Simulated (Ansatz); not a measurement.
Species: C2 (charge -2, singlet). SMILES: [C][C-2]
Geometry from a B3LYP-D3(BJ)/def2-TZVP (Ansatz, an electronic-structure program) optimisation:
```xyz
2

C      0.0000     0.0000    -0.6347
C      0.0000     0.0000     0.6347
```
Charge -2, spin multiplicity 1.

Q: Give the harmonic wavenumbers at B3LYP-D3(BJ)/def2-TZVP (Ansatz, finite differences of forces, unscaled).

A: 1814 cm⁻¹. Zero-point energy 2.6 kcal/mol.

Q: From these and the geometry, give the ideal-gas thermochemistry at 298.15 K and 1 atm (rigid rotor, harmonic oscillator).

A: Point group D∞h, rotational symmetry number 2. Rotational constants 52.22, 52.22 GHz. S(trans) 35.47, S(rot) 10.11, S(vib) 0.00, S(elec, spin only) 0.00, S 45.6 cal/(mol K). H(298) - H(0) 2.07 kcal/mol; G - E(el) -8.9 kcal/mol.
